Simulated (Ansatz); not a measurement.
Ansatz (a program for electronic structure) input (B3LYP-D3(BJ)/def2-TZVP):

Ansatz 0.2 input:
```yaml
crystal:
  periodic: [false, false, false]
  atoms:
    - {symbol: Cl, position_ang: [-0.00000000, -0.00000000, -1.70646592]}
    - {symbol: I, position_ang: [0.00000000, 0.00000000, 0.54735699]}
basis:
  gaussian:
    orbitals: def2-TZVP
hamiltonian:
  xc: b3lyp
  dispersion: d3bj
total_charge: 1
magnetization: {spin_polarized: true, initial_magnetization: 1}
phonons: {temperatures: {t_min: 298.15, t_max: 298.15, t_step: 100}}
```

Output:

```
Functional definition: B3LYP
integrals: 0.02 GiB planned
674 factors; their error is unknown
mean field: 0.32 GiB planned
mean field evaluation 1: about -20613.1300 eV, gradient 2.6e1 eV
mean field evaluation 2: about -20597.6287 eV, gradient 5.7e1 eV
mean field evaluation 4: about -20616.5550 eV, gradient 2.7e0 eV
mean field evaluation 8: about -20616.8428 eV, gradient 4.2e-1 eV
mean field evaluation 16: about -20616.8431 eV, gradient 3.6e-5 eV
mean field -20616.84305298 eV, -757.6550075988 hartree, gradient 4.0e-5 eV, S^2 0.752935; 1 other end points of the search recorded, 0 dependent functions left out
the calculation of the forces begins
reference -20616.84323636 eV, -757.6550143378 hartree; 21, 20 occupied and 66, 67 virtual orbitals, 674 factors
these checks for a lower state are left out or cut short: stability, starts, cluster_reference, orbital_swaps, neighbouring_geometries, increment
integrals: 0.02 GiB planned
674 factors; their error is unknown
mean field: 0.32 GiB planned
mean field evaluation 32: about -20616.8431 eV, gradient 1.4e-3 eV
mean field -20616.84305298 eV, -757.6550075989 hartree, gradient 1.1e-6 eV, S^2 0.752935; 0 other end points of the search recorded, 0 dependent functions left out
the calculation of the forces begins
reference -20616.84323636 eV, -757.6550143380 hartree; 21, 20 occupied and 66, 67 virtual orbitals, 674 factors
these checks for a lower state are left out or cut short: stability, starts, cluster_reference, orbital_swaps, neighbouring_geometries, increment
integrals: 0.02 GiB planned
674 factors; their error is unknown
mean field: 0.32 GiB planned
mean field -20616.84305298 eV, -757.6550075989 hartree, gradient 1.1e-6 eV, S^2 0.752935; 0 other end points of the search recorded, 0 dependent functions left out
the calculation of the forces begins
reference -20616.84323636 eV, -757.6550143380 hartree; 21, 20 occupied and 66, 67 virtual orbitals, 674 factors
these checks for a lower state are left out or cut short: stability, starts, cluster_reference, orbital_swaps, neighbouring_geometries, increment
integrals: 0.02 GiB planned
674 factors; their error is unknown
mean field: 0.32 GiB planned
mean field -20616.84305298 eV, -757.6550075989 hartree, gradient 1.1e-6 eV, S^2 0.752935; 0 other end points of the search recorded, 0 dependent functions left out
the calculation of the forces begins
reference -20616.84323636 eV, -757.6550143380 hartree; 21, 20 occupied and 66, 67 virtual orbitals, 674 factors
these checks for a lower state are left out or cut short: stability, starts, cluster_reference, orbital_swaps, neighbouring_geometries, increment
integrals: 0.02 GiB planned
674 factors; their error is unknown
mean field: 0.32 GiB planned
mean field -20616.84305298 eV, -757.6550075989 hartree, gradient 1.1e-6 eV, S^2 0.752935; 0 other end points of the search recorded, 0 dependent functions left out
the calculation of the forces begins
reference -20616.84323636 eV, -757.6550143380 hartree; 21, 20 occupied and 66, 67 virtual orbitals, 674 factors
these checks for a lower state are left out or cut short: stability, starts, cluster_reference, orbital_swaps, neighbouring_geometries, increment
integrals: 0.02 GiB planned
674 factors; their error is unknown
mean field: 0.32 GiB planned
mean field evaluation 64: about -20616.8430 eV, gradient 1.4e-3 eV
mean field -20616.84298599 eV, -757.6550051371 hartree, gradient 1.1e-6 eV, S^2 0.752936; 0 other end points of the search recorded, 0 dependent functions left out
the calculation of the forces begins
reference -20616.84316932 eV, -757.6550118742 hartree; 21, 20 occupied and 66, 67 virtual orbitals, 674 factors
these checks for a lower state are left out or cut short: stability, starts, cluster_reference, orbital_swaps, neighbouring_geometries, increment
integrals: 0.02 GiB planned
674 factors; their error is unknown
mean field: 0.32 GiB planned
mean field -20616.84300138 eV, -757.6550057025 hartree, gradient 1.1e-6 eV, S^2 0.752935; 0 other end points of the search recorded, 0 dependent functions left out
the calculation of the forces begins
reference -20616.84318481 eV, -757.6550124436 hartree; 21, 20 occupied and 66, 67 virtual orbitals, 674 factors
these checks for a lower state are left out or cut short: stability, starts, cluster_reference, orbital_swaps, neighbouring_geometries, increment
integrals: 0.02 GiB planned
674 factors; their error is unknown
mean field: 0.32 GiB planned
mean field -20616.84305298 eV, -757.6550075989 hartree, gradient 1.1e-6 eV, S^2 0.752935; 0 other end points of the search recorded, 0 dependent functions left out
the calculation of the forces begins
reference -20616.84323636 eV, -757.6550143380 hartree; 21, 20 occupied and 66, 67 virtual orbitals, 674 factors
these checks for a lower state are left out or cut short: stability, starts, cluster_reference, orbital_swaps, neighbouring_geometries, increment
integrals: 0.02 GiB planned
674 factors; their error is unknown
mean field: 0.32 GiB planned
mean field -20616.84305298 eV, -757.6550075989 hartree, gradient 1.1e-6 eV, S^2 0.752935; 0 other end points of the search recorded, 0 dependent functions left out
the calculation of the forces begins
reference -20616.84323636 eV, -757.6550143380 hartree; 21, 20 occupied and 66, 67 virtual orbitals, 674 factors
these checks for a lower state are left out or cut short: stability, starts, cluster_reference, orbital_swaps, neighbouring_geometries, increment
integrals: 0.02 GiB planned
674 factors; their error is unknown
mean field: 0.32 GiB planned
mean field evaluation 96: about -20616.8431 eV, gradient 1.4e-3 eV
mean field -20616.84305298 eV, -757.6550075989 hartree, gradient 1.1e-6 eV, S^2 0.752935; 0 other end points of the search recorded, 0 dependent functions left out
the calculation of the forces begins
reference -20616.84323636 eV, -757.6550143380 hartree; 21, 20 occupied and 66, 67 virtual orbitals, 674 factors
these checks for a lower state are left out or cut short: stability, starts, cluster_reference, orbital_swaps, neighbouring_geometries, increment
integrals: 0.02 GiB planned
674 factors; their error is unknown
mean field: 0.32 GiB planned
mean field -20616.84305298 eV, -757.6550075989 hartree, gradient 1.1e-6 eV, S^2 0.752935; 0 other end points of the search recorded, 0 dependent functions left out
the calculation of the forces begins
reference -20616.84323636 eV, -757.6550143380 hartree; 21, 20 occupied and 66, 67 virtual orbitals, 674 factors
these checks for a lower state are left out or cut short: stability, starts, cluster_reference, orbital_swaps, neighbouring_geometries, increment
integrals: 0.02 GiB planned
674 factors; their error is unknown
mean field: 0.32 GiB planned
mean field -20616.84300138 eV, -757.6550057025 hartree, gradient 1.1e-6 eV, S^2 0.752935; 0 other end points of the search recorded, 0 dependent functions left out
the calculation of the forces begins
reference -20616.84318481 eV, -757.6550124436 hartree; 21, 20 occupied and 66, 67 virtual orbitals, 674 factors
these checks for a lower state are left out or cut short: stability, starts, cluster_reference, orbital_swaps, neighbouring_geometries, increment
integrals: 0.02 GiB planned
674 factors; their error is unknown
mean field: 0.32 GiB planned
mean field -20616.84298599 eV, -757.6550051371 hartree, gradient 1.1e-6 eV, S^2 0.752936; 0 other end points of the search recorded, 0 dependent functions left out
the calculation of the forces begins
reference -20616.84316932 eV, -757.6550118742 hartree; 21, 20 occupied and 66, 67 virtual orbitals, 674 factors
Total energy: -20616.92465985 eV, -757.6580065961 hartree
Atom 0 at    -0.000000    -0.000000    -1.706466 Å, force    -0.000000     0.000000     0.001129 eV/Å
Atom 1 at     0.000000     0.000000     0.547357 Å, force     0.000000    -0.000000    -0.001129 eV/Å
Dipole moment:     0.000000     0.000000     0.062129 e Å
Vibrations: 431.61 cm⁻¹, zero-point energy 0.026756 eV
```
